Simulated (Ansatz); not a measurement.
`CB[SiH2]OC` → `BOC(C)[SiH3]`  (isomerisation)

Calculated with Ansatz (gas phase, PBE0-D4/def2-TZVP geometries, no zero-point term in ΔE). CBS: MP2 limit from def2 TZ/QZ plus the TZ coupled-cluster correction, frozen cores. Functionals use def2-TZVPP. B3LYP here is the variant with VWN-RPA as its local correlation; programs differ in this. One conformer a species, not always the lowest.

Task: Is it downhill or uphill in electronic energy at CCSD(T)/CBS, and by how much? (An estimate is asked.)

Result: Ansatz gave: Downhill: ΔE = -7.6 kcal/mol.

Task: What do these levels give: PBE-D4, PBE0-D4, ωB97X-V, ωB97M-V, B2PLYP, B3LYP, HF/def2-TZVPP, MP2/def2-TZVPP, SCS-MP2/def2-TZVPP, CCSD(T)/def2-TZVPP, SCS-MP2/def2-QZVPP, MP2/CBS(def2)? (Best estimate.)

Result: Computed: PBE-D4 -7.1, PBE0-D4 -6.4, ωB97X-V -7.2, ωB97M-V -8.1, B2PLYP -7.7, B3LYP -6.8, HF/def2-TZVPP -5.4, MP2/def2-TZVPP -8.9, SCS-MP2/def2-TZVPP -8.6, CCSD(T)/def2-TZVPP -8.2, SCS-MP2/def2-QZVPP -8.2, MP2/CBS(def2) -8.2 kcal/mol.

Largest T1 diagnostic among the species: 0.013.

In def2-TZVPP, CCSD(T) changes the Hartree–Fock value by −2.8 kcal/mol (the triples alone add −0.8 kcal/mol) and MP2 by −3.4 kcal/mol.
